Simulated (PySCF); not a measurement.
Two species compared at the same levels of theory.

First species: C₈H₁₂O.
InChI=1S/C8H12O/c1-5-4-8(6(5)2)7(3)9/h7-9H,1-2,4H2,3H3/t7-,8-/m1/s1

Second species: C8H12O.
Z-matrix (Å and degrees, GFN2-xTB geometry), rows numbered from 1:
```
C 
C   1  1.5135
C   2  1.5478  1  115.12
C   3  1.5404  2  103.82  1  -161.86
C   4  1.5340  3  103.08  2    -2.01
C   5  1.5289  4  107.80  3   -69.98
C   6  1.5176  5  102.41  4    68.53
O   7  1.2010  2  127.30  1   -22.47
C   5  1.5287  4  101.78  3    36.34
H   1  1.0881  2  110.68  3    56.54
H   1  1.0879  2  110.19  3   176.87
H   1  1.0876  2  109.91  3   -63.92
H   3  1.0897  2  111.34  1    76.71
H   3  1.0902  2  109.51  1   -42.62
H   4  1.0901  3  111.17  2   116.44
H   4  1.0893  3  112.40  2  -122.45
H   5  1.0889  4  114.01  3   162.37
H   6  1.0898  5  114.33  4   -52.17
H   6  1.0917  5  111.79  4  -174.90
H   9  1.0894  2  112.87  1   -61.14
H   9  1.0886  2  112.42  1    63.29
```

Levels: PBE0/pcSseg-1 for HOMO energy, LUMO energy and HOMO–LUMO gap. Geometries: GFN2-xTB. Each species is one conformer at its optimised geometry, gas phase, non-relativistic unless stated; the electronic structure was computed with PySCF and density fitting.

The conformers computed, where there is a choice (atom-mapped SMILES and torsion angles):
- `[CH2:1]=[C:2]1[CH2:3][C@@H:4]([C@@H:5]([CH3:6])[OH:7])[C:8]1=[CH2:9]`: C3–C4–C5–C6 176°, H–O7–C5–C4 -64°

The conformers of `C[C@@]12CC[C@@H](CC1=O)C2` aren't listed.

```csv
property,column X,column Y
HOMO energy,-6.63 eV,-6.85 eV
LUMO energy,-1.09 eV,-0.28 eV
HOMO–LUMO gap,5.54 eV,6.57 eV
```

Which column belongs to which species?

Column X is the first species and column Y the second. The first has 21 atoms and 68 electrons, the second 21 and 68.

How does each property change from the first species to the second?

HOMO energy -0.22 eV; LUMO energy +0.81 eV; HOMO–LUMO gap +1.03 eV.

